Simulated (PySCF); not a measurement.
C3H6BBr, singlet, geometry from GFN2-xTB. Base run: B3LYP/6-31G, polarisability (PySCF).

PySCF was given this input:
```python
from pyscf import gto, scf, dft
from pyscf.prop import polarizability

mol = gto.M(
    atom='''
B     0.23861867    0.40037231   -0.38262413
Br   -0.37764212   -0.52853109    1.14377344
C     0.72939133    1.88495244   -0.19598401
H     1.28190523    2.28278696   -1.04343327
H     1.35157906    2.00033066    0.69205054
H    -0.13067631    2.54041761   -0.03934291
C     0.19072213   -0.35230929   -1.73565209
C     0.48437322    0.17602514   -2.92386740
H    -0.12080738   -1.39334964   -1.72688379
H     0.42001622   -0.38867801   -3.84061700
H     0.79544407    1.20320937   -3.02770217
''',
    basis='6-31g',
    verbose=3,
)

mf = dft.RKS(mol)
mf.xc = 'b3lyp'
mf.kernel()
alpha = mf.Polarizability().polarizability()[2, 2]
print('alpha_zz =', alpha)
```

Variants of this job, named by their change:

| change | alpha_zz (bohr³) | basis functions | core-seconds (rough) |
|---|---|---|---|
| base | 84.23 | 75 | 20 |
| functional = camb3lyp | ? | 75 | 80 |
| finite field (a.u.) = 0.001; conv_tol = 1e-6 | 84.01 | 75 | 20 |
| finite field (a.u.) = 2e-4; conv_tol = 1e-6 | 85.56 | 75 | 20 |
| basis = cc-pVDZ | 85.81 | 113 | 40 |
| functional = pbe | 86.68 | 75 | 20 |
| basis = 6-31G* | 85.79 | 100 | 30 |
| functional = hf | 79.58 | 75 | 3 |
| finite field (a.u.) = 0.02; conv_tol = 1e-11 | 84.61 | 75 | 30 |
| finite field (a.u.) = 2e-4; conv_tol = 1e-11 | 84.24 | 75 | 20 |
| finite field (a.u.) = 0.001; conv_tol = 1e-11 | 84.24 | 75 | 30 |
| finite field (a.u.) = 0.005; conv_tol = 1e-11 | 84.26 | 75 | 30 |

**Question.** Complete the blanks.

**Answer.** 
- functional = camb3lyp, alpha_zz (bohr³): 81.99

Finite-field rows take the second difference of the energy in a field along z; a small field with loose convergence shows SCF noise divided by the square of the field, and a large one adds hyperpolarisability.
